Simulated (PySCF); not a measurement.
C6H3O2 (doublet state).
SMILES with atom numbers: `[CH:1]#[C:2][C:3]1=[CH:4][CH:5][C:6](=[O:7])[O:8]1` (hydrogens: H9 on C1; H10 on C4; H11 on C5)

Computed geometry: GFN2-xTB, gas phase. This method treats the open shell by occupation alone, without spin polarisation.

(1) What internal coordinates does the optimisation give?

Results:

(1) 
| bond | length (pm) |
| --- | --- |
| C1≡C2 | 120.7 |
| C2–C3 | 139.0 |
| C3=C4 | 140.7 |
| C4–C5 | 136.9 |
| C5–C6 | 144.8 |
| C6=O7 | 120.5 |
| C6–O8 | 139.7 |
| C3–O8 | 134.2 |
| C1–H9 | 105.0 |
| C4–H10 | 107.2 |
| C5–H11 | 107.1 |

A selection of angles:
| angle | degrees |
| --- | --- |
| C2–C1–H9 | 179.8 |
| C1–C2–C3 | 179.6 |
| C2–C3–C4 | 128.3 |
| C2–C3–O8 | 120.8 |
| C4–C3–O8 | 110.9 |
| C3–C4–C5 | 106.8 |
| C3–C4–H10 | 124.8 |
| C5–C4–H10 | 128.4 |
| C4–C5–C6 | 107.6 |
| C4–C5–H11 | 128.8 |
| C6–C5–H11 | 123.6 |
| C5–C6–O7 | 131.9 |
| C5–C6–O8 | 106.7 |
| O7–C6–O8 | 121.4 |
| C3–O8–C6 | 108.0 |

Dihedral angles: C2–C3–C4–C5 180° (antiperiplanar); C3–C4–C5–C6 0° (synperiplanar); C4–C5–C6–O7 180° (antiperiplanar); C5–C6–O8–C3 0° (synperiplanar); C2–C3–O8–C6 180° (antiperiplanar).

The 3 C–O bonds span 1.205 Å (C6=O7, drawn double in a drawing that doesn't fit all lengths) to 1.397 Å (C6–O8, drawn single in a drawing that doesn't fit all lengths), a spread of 0.192 Å. C4 (carbon bonded to 2 C and H) is planar (angles 128.4°, 124.8° and 106.8°, sum 360.0°, 0.00 Å off the plane of its three neighbours). The 8 heavy atoms lie in one plane (0.000 Å rms). C5 (carbon bonded to 2 C and H) is planar (angles 128.8°, 123.6° and 107.6°, sum 360.0°, 0.00 Å off the plane of its three neighbours). C6 (carbon bonded to C and 2 O) is planar (angles 131.9°, 121.4° and 106.7°, sum 360.0°, 0.00 Å off the plane of its three neighbours). The 5-membered ring C3–C4–C5–C6–O8 has internal angles of 106.7° to 110.9° (sum 540°, against 540° for a flat polygon); it is planar, 0.00 Å rms from its mean plane, widest ring torsion 0°. C3 (carbon bonded to 2 C and O) is planar (angles 128.3°, 120.8° and 110.9°, sum 360.0°, 0.00 Å off the plane of its three neighbours).

Point group: Cs (every atom within 0.08 Å of its image). No frequency check.
